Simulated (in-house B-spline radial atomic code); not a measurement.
Settings and results of a run for neutral silver. Level of theory: non-relativistic Hartree-Fock, average of configuration, point nucleus, inside a hard spherical wall at 2.12 bohr; calculated with a radial B-spline atomic code at the basis-set limit.

Command:
```bash
python run_scf.py task.json out
```
Settings:
```
Z                47
configuration    [Kr] 4d9 4f1 5s1
hamiltonian      nr
method           hf
spin_polarised   False
wall_radius      2.12
```

Output (hartree, bohr):
```
 radial grid: 41 intervals, B-splines of order 8, outer radius 2.12 bohr

 iter        energy (Eh)    residual
    1       -5186.851743    6.26e-01
    2       -5187.476226    8.74e-02
    3       -5187.514984    2.92e-02
    4       -5187.518804    1.02e-02
    5       -5187.519288    2.73e-03
    6       -5187.519332    1.84e-04
    7       -5187.519333    2.40e-05
    8       -5187.519333    6.22e-07
    9       -5187.519333    3.73e-08

 total energy                     -5187.51933
 kinetic                            5228.4021
 electron-nucleus                 -12476.0242
 electron-electron                  2060.1028

 orbital      occ     eigenvalue          <r>       <r^2>       <1/r>       r_max
 1s         2.000      -911.9220    0.0323857  0.00140332     46.4791     0.02144
 2s         2.000      -133.0016     0.140281   0.0231316     10.5964      0.1189
 2p         6.000      -123.2921      0.12011   0.0175626     10.5669     0.09345
 3s         2.000       -24.1600     0.379487    0.164521     3.78154      0.3435
 3p         6.000       -20.1750     0.372402    0.160834     3.68697       0.331
 3d        10.000       -12.8972     0.346182     0.14261     3.51865       0.275
 4s         2.000        -2.6901      0.95285     1.01445     1.40404      0.8647
 4p         6.000        -1.3621      1.00161     1.12006     1.31062      0.9103
 4d         9.000         0.8561      1.09683     1.33557     1.14673       1.033
 4f         1.000         3.1169      1.20791     1.58261    0.924619       1.252
 5s         1.000         3.2563      1.31188     1.93871     1.10637       1.567
```

Run time, properties included: 0.12 s on 1 thread of Arm Neoverse V1, with other jobs on the host.
